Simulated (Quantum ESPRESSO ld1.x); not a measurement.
Results of a calculation; reference values are marked as such.
Task: P4+, 11 electrons, occupied as [He] 2s1 2p6 3s1 3p1 (not the ground configuration). Code: ld1.x of Quantum ESPRESSO 7.5. Model: Dirac Kohn-Sham, BLYP, spin-unpolarised, spherical densities, point nucleus; open shells fill j = l - 1/2 first.

Spin-orbit splittings of the eigenvalues, e(l+1/2) - e(l-1/2), with zeta = 2 splitting/(2l+1) and mean radii in bohr:

shell  occ.  splitting (eV)  zeta (eV)  <r> j=l-1/2  <r> j=l+1/2
2p        6               ?          ?       0.4648       0.4668
3p        1          0.1313    0.08751        1.612        1.616

Estimate the 2p splitting.

Result: 0.9878 eV (zeta = 0.6585 eV).
